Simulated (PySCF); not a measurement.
# Cost of excited-state runs on `C[C@@H]1[C@H]2C[C@@H]1[C@@H](N)C2`, C7H13N

Geometry:
```tsv
atom	x (Å)	y (Å)	z (Å)
C1	-1.563	-1.253	-0.326
C2	-1.178	0.001	0.434
C3	-0.587	1.230	-0.287
C4	-0.007	1.623	1.082
C5	0.141	0.098	1.229
C6	1.236	-0.166	0.185
N7	1.403	-1.568	-0.158
C8	0.648	0.662	-0.984
H9	-0.699	-1.710	-0.793
H10	-2.303	-1.009	-1.086
H11	-2.001	-1.975	0.360
H12	-2.016	0.310	1.064
H13	-1.210	1.911	-0.863
H14	0.907	2.215	1.087
H15	-0.737	2.058	1.760
H16	0.264	-0.379	2.198
H17	2.184	0.281	0.539
H18	2.172	-1.677	-0.811
H19	1.617	-2.109	0.673
H20	0.394	0.027	-1.830
H21	1.325	1.446	-1.322
```

PySCF with density fitting, on 1 thread of an Arm Neoverse V2, shared host. Command: `OMP_NUM_THREADS=1 python excited_run.py task.json out`

Question: How long does this run take, and how much memory?
- circular dichroism and optical rotation, PBE0/def2-SVPD; 16 states

Answer: 
```csv
run,level,basis functions,wall time,peak memory (GiB)
circular dichroism and optical rotation,PBE0/def2-SVPD,264,2.1 min,1.1
```
Times from a shared host are rough.
